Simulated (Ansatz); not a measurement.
`[CH3][AlH][SiH2]C` + `N=C=O` → `[CH3][AlH][N]=C=O` + `C[SiH3]` at 600 K and 1 bar (cleavage of the Al–Si bond).

Gas-phase electronic energies from Ansatz, PBE0-D4/def2-TZVP geometries. CBS: MP2 limit from def2 TZ/QZ plus the TZ coupled-cluster correction, frozen cores. This one scheme is used for every species. One conformer a species, not always the lowest.

```tsv
species	CCSD(T)/CBS energy (Eh)	H − E (kJ/mol)	S (J/(mol·K))
`[CH3][AlH][SiH2]C`	-612.61439	325.4	506.5
`N=C=O`	-168.51995	83.3	274.5
`[CH3][AlH][N]=C=O`	-450.45557	205.1	451.0
`C[SiH3]`	-330.73916	199.7	315.0
```

H − E and S are ideal-gas, rigid-rotor, harmonic terms from PBE0-D4/def2-TZVP, for one conformer and one mirror image of each species. 1 Eh = 2625.50 kJ/mol, R = 8.31446 J/(mol·K).

Q: By hand: ΔE, ΔH, ΔS and ΔG.

A: ΔE = (-450.45557) + (-330.73916) − (-612.61439) − (-168.51995) = -0.06039 Eh = -158.6 kJ/mol. Δ(H − E) = 205.1 + 199.7 − 325.4 − 83.3 = -3.9, so ΔH = -162.5 kJ/mol. ΔS = 451.0 + 315.0 − 506.5 − 274.5 = -15.0 J/(mol·K). ΔG = -162.5 − 600 × (-15.0)/1000 = -153.5 kJ/mol.

Q: By hand: the equilibrium constant, and the temperature at which ΔG would vanish if ΔH and ΔS stayed fixed.

A: log₁₀ K = −ΔG/(RT ln 10) = 13.4. ΔG = 0 at ΔH/ΔS = 10833 K, far beyond where these terms or the molecules hold.

ΔH outweighs TΔS. A doubt of 5 kJ/mol in ΔE shifts log₁₀ K by 0.4 here. Other conformers and mirror images would add mixing entropy, several J/(mol·K) or more a flexible species. Modes under 60 cm⁻¹, often nearly free rotors, make the harmonic entropy too high. These are equilibria of isolated gas molecules and say nothing of rates. Largest T1 diagnostic: 0.018 (customary marks: 0.02 for closed shells, 0.045 for open ones).
